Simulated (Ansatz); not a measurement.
Coupled-cluster diagnostics for the cluster K4Na4, Ansatz.

Geometry of the singlet (B3LYP/def2-SVP):

```xyz
8

Na   -0.2757    2.4694    2.4387
Na    0.6946   -0.0516   -2.6743
Na   -1.4637   -2.1011   -0.8098
Na   -1.8540    1.3534   -0.9127
K     1.6477   -0.6617    1.6323
K     2.3644   -3.5855   -1.2400
K    -2.8804   -0.5996    2.4544
K     1.7670    3.1767   -0.8885
```

Correlated methods freeze 24 core orbitals; core or outer-core shells of Na, K are correlated, in sets that lack core-valence functions. Another isomer (singlet) lies 0.09 eV lower at PBE0/def2-TZVP; other spin states weren't run for this one.

**Question.** Estimate the CCSD(T) correlation energy, the shares of MP2 and (T), T1 and the reference's ⟨S²⟩ for: charge 0, singlet, own geometry in def2-SVP; and the rough time on 4 threads of Arm Neoverse N1 on a shared host.

**Answer.** 
| state | basis | correlation (eV) | MP2 share (%) | (T) share (%) | T1 | ⟨S²⟩ (pure) | wall time | remarks |
| --- | --- | --- | --- | --- | --- | --- | --- | --- |
| charge 0, singlet, own geometry | def2-SVP | -9.884 | 87.3 | 4.9 | 0.012 | 0.00 (0.00) | 2.9 min | restricted SCF unstable |
Customary marks for T1 are 0.02 (closed shells), 0.045 (open shells) and about 0.05 (3d metals). T1 stays under 0.02 throughout.
